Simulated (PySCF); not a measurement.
Species: C8H11P.
SMILES with atom numbers: `[CH3:1][c:2]1[cH:3][p:4][cH:5][c:6]([CH3:7])[c:8]1[CH3:9]`

Probes without a nucleus sit at each ring's centroid and 1 Å off its mean plane on both sides; NICS is minus the shielding there, NICSzz its component along the normal. Level: GIAO PBE0/pcSseg-1 (PySCF, non-relativistic, gas phase) on the PBE0-D3(BJ)/def2-SVP geometry, one conformer.

Ring bond lengths (Å), with Mayer bond orders in brackets: C2–C3 1.397 (1.48), C3–P4 1.730 (1.33), P4–C5 1.730 (1.32), C5–C6 1.395 (1.49), C6–C8 1.414 (1.34), C8–C2 1.413 (1.35).

Problem. What do the NICS probes read (ppm)?

Solution. 
```json
{"ring": "C2–C3–P4–C5–C6–C8", "type": "6-membered ring with P; formal bonds all aromatic", "NICS(0)": "-7.3", "NICS(1), two faces": "-10.5 / -10.4", "NICS(1)zz, two faces": "-25.2 / -25.0", "rms pucker (Å)": "0.00", "centre to ring atoms, mean (Å)": "1.50"}
```

Problem. What do they say, and how far can they be read as aromaticity?

Solution. 
- C2–C3–P4–C5–C6–C8: mean NICS(1)zz -25.1 ppm, shielded.

Problem. And the bond-length index? HOMA = 1 − mean of α(R − Ropt)² over the ring bonds, with Krygowski's 1993 parameters (CC: Ropt 1.388 Å, α 257.7 Å⁻²; CP: Ropt 1.698 Å, α 118.91 Å⁻²).

Solution. 
- C2–C3–P4–C5–C6–C8: HOMA 0.90; the largest term is that of C6–C8, α(R − Ropt)² = 0.18.

Problem. At the first NICS(1) probe listed for ring C2–C3–P4–C5–C6–C8, 1 Å off the ring, how large is the induced field along the normal in 11.7 T applied along it?

Solution. NICSzz × B0 = -25.2 ppm × 11.7 T = -295 μT, against the applied field.

Problem. How do the values depend on the level or the medium?

Solution. 
| level | NICS(0), C2–C3–P4–C5–C6–C8 | mean NICS(1)zz, C2–C3–P4–C5–C6–C8 |
| --- | --- | --- |
| PBE0/pcSseg-1, gas | -7.3 | -25.1 |
| PBE0/pcSseg-1, IEF-PCM dimethylsulfoxide | -7.1 | -25.1 |
| PBE0/pcSseg-1, IEF-PCM water | -7.1 | -25.1 |

The geometry is the same throughout; the continuum's cavity takes Bondi-type radii × 1.2.
